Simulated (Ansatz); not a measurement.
C2H6N2Si can be A, `C=C1N[SiH]1N`, or B, `C1=NC[SiH2]N1`.

Program: Ansatz. Geometries: PBE0-D4/def2-TZVP. ΔE: electronic, gas phase. CBS: MP2 limit from def2 TZ/QZ plus the TZ coupled-cluster correction, frozen cores. DFT in def2-TZVPP. B3LYP here is the variant with VWN-RPA as its local correlation; programs differ in this. One conformer a species, not always the lowest.

Task: Which is lower in electronic energy at CCSD(T)/CBS, and by how much? (Estimate.)

Result: Computed: B, by 60.5 kJ/mol.

Task: Give E(B) − E(A) in kJ/mol with BLYP-D4, CCSD(T)/def2-TZVPP, PBE-D4, MP2/def2-TZVPP, ωB97M-V, HF/def2-TZVPP, B3LYP. (An estimate is asked.)

Result: Ansatz gave: BLYP-D4 -59.7, CCSD(T)/def2-TZVPP -67.8, PBE-D4 -63.6, MP2/def2-TZVPP -61.6, ωB97M-V -58.8, HF/def2-TZVPP -70.4, B3LYP -56.4. None reverses the order clearly.

Task: Does the order hold for the free energy at 298.15 K (harmonic terms from PBE0-D4)? (Best estimate.)

Result: Ansatz gave: Yes: G(B) − G(A) = -53.7 kJ/mol, for one conformer each.

Largest T1 diagnostic: 0.014.

Leaving LDA and LC-ωPBE aside and taking each functional with its dispersion term where it has one, the values, not all of them listed here, spread over 14.6 kJ/mol, from revPBE-D4 to B97M-V. LDA lies −5.5 kJ/mol from PBE without D4. From BLYP to BHLYP (50 % exact exchange), in def2-TZVPP and without D4, E(B) − E(A) moves by −8.4 kJ/mol.
